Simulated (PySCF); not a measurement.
C₅H₁₁NS (charge +1 and doublet state).
Z-matrix (Å and degrees, GFN2-xTB geometry), rows numbered from 1:
```
N 
C   1  1.3923
C   2  1.5438  1  116.74
C   3  1.5425  2   92.41  1   128.98
C   4  1.5146  3  116.94  2  -130.42
S   5  1.8324  4  112.15  3    55.42
C   4  1.5300  3   88.26  2    -9.74
H   1  1.0067  2  120.13  3   159.92
H   1  1.0086  2  119.06  3   -43.81
H   2  1.0900  1  109.71  3  -131.21
H   3  1.0883  2  111.57  1    13.58
H   3  1.0868  2  113.77  1  -112.12
H   4  1.0907  3  112.26  2   103.92
H   5  1.0909  4  110.64  3   -64.42
H   5  1.0914  4  110.50  3   174.88
H   6  1.3338  5   96.36  4  -178.01
H   7  1.0879  2  111.01  1   -12.36
H   7  1.0858  2  112.84  1   112.72
```

The hyperfine couplings belong to this conformer and change with its torsions.

As a line formula: `C1[C@H](CS)C[C@@H]1[NH2+]` [radical] (charge +1).

The calculation used PySCF 2.14.0, UKS B3LYP, pcH-1 on C H N S, non-relativistic, mean-field spin-orbit, GIAO. Geometry: GFN2-xTB, one conformer, isolated ion. A GFN2-xTB geometry isn't a minimum of the functional, and hyperfine couplings can be far from their values at a DFT geometry, by a factor of two or more for some ions and for spin on atoms past the first row. The SCF solution wasn't tested for stability.

Question: Predict the first-order ENDOR lines of N1, H8, H9, H12/H18, H14/H15, H10, H16, H11/H17 and H13 under fast tumbling at B = 1204.7 mT (Q band).

Answer: For S = 1/2 in fast tumbling each set of equivalent nuclei gives two lines, ν± = |νn ± a/2| to first order, with νn = g_N μN B/h and μN/h = 7.62259 MHz/T.

| nuclei | isotope | g_N | νn (MHz) | a_iso (MHz) | lower line (MHz) | upper line (MHz) |
| --- | --- | --- | --- | --- | --- | --- |
| N1 | 14N | 0.4038 | 3.71 | 28.14 | 10.36 | 17.78 |
| H8 | 1H | 5.5857 | 51.29 | -32.08 | 35.26 | 67.33 |
| H9 | 1H | 5.5857 | 51.29 | -31.60 | 35.49 | 67.09 |
| H12/H18 | 1H | 5.5857 | 51.29 | 26.88 | 37.85 | 64.73 |
| H14/H15 | 1H | 5.5857 | 51.29 | 18.47 | 42.06 | 60.53 |
| H10 | 1H | 5.5857 | 51.29 | 15.29 | 43.65 | 58.94 |
| H16 | 1H | 5.5857 | 51.29 | -11.57 | 45.51 | 57.08 |
| H11/H17 | 1H | 5.5857 | 51.29 | 1.67 | 50.46 | 52.13 |
| H13 | 1H | 5.5857 | 51.29 | 1.39 | 50.60 | 51.99 |

Question: Which pairs are centred on the nuclear Larmor frequency, and which on half the coupling?

Answer: Centred on νn, since |a| < 2νn: H8, H9, H12/H18, H14/H15, H10, H16, H11/H17 and H13. Centred on |a|/2 and split by 2νn: N1.

Question: At what field would the lower line of H14/H15 fall to zero frequency?

Answer: Where νn = |a|/2, that is B = 9.24 MHz/(5.5857 × 7.62259 MHz/T) = 217 mT, as far as first order holds there.

Means are taken over nuclei equivalent by connectivity, which assumes that they swap fast. H8 and H9 aren't averaged: N1 is flat or nearly so (angle sum 356°), and its turn about the short N1–C2 bond (1.39 Å) is taken as slow. The 1H value of +18.5 MHz is a mean of couplings from 10.6 to 26.3 MHz in this one geometry, not an average over conformers.

The Mulliken spin populations are largest on N1 (+0.53), S6 (+0.26), C7 (+0.15) and C3 (+0.08). The angles at N1 add up to 355.8°, so it is nearly planar.
